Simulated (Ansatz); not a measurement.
Cl2H3NOSi, SMILES `N[Si](O)(Cl)Cl`, relaxed with RKS PBE0-D4/def2-TZVP in Ansatz from a GFN2-xTB geometry. The force threshold is 0.005 eV/Å; the program also tests the step.

Total charge 0; spin multiplicity 1.

Start:

```xyz
8

N     1.072    0.056    0.647
Si   -0.462    0.211   -0.113
O    -0.807   -1.149   -0.919
Cl   -2.035    0.415    1.120
Cl   -0.294    1.796   -1.347
H     1.246   -0.738    1.241
H     1.539    0.871    1.007
H    -0.260   -1.463   -1.636
```

```
step  energy (eV)  largest force (eV/Å)  largest move (Å)
   1  -36501.7073                 0.900             0.000
   2  -36501.7423                 0.369             0.060
   3  -36501.7488                 0.181             0.017
   4  -36501.7518                 0.120             0.015
   5  -36501.7518                 0.286             0.070
   6  -36501.7557                 0.027             0.020
   7  -36501.7560                 0.034             0.013
   8  -36501.7562                 0.033             0.029
   9  -36501.7562                 0.016             0.005
  10  -36501.7563                 0.006             0.003
  11  -36501.7563                 0.001             0.001
```

End:

```xyz
8

N     1.048    0.024    0.642
Si   -0.457    0.182   -0.116
O    -0.835   -1.152   -0.963
Cl   -2.047    0.428    1.136
Cl   -0.314    1.844   -1.295
H     1.201   -0.720    1.304
H     1.574    0.850    0.880
H    -0.172   -1.456   -1.587
```

It took 18 s on 2 threads of an AMD EPYC 7R13 on a shared host and a share of an NVIDIA H100 80 GB, with 0.85 GiB of host memory at the peak.
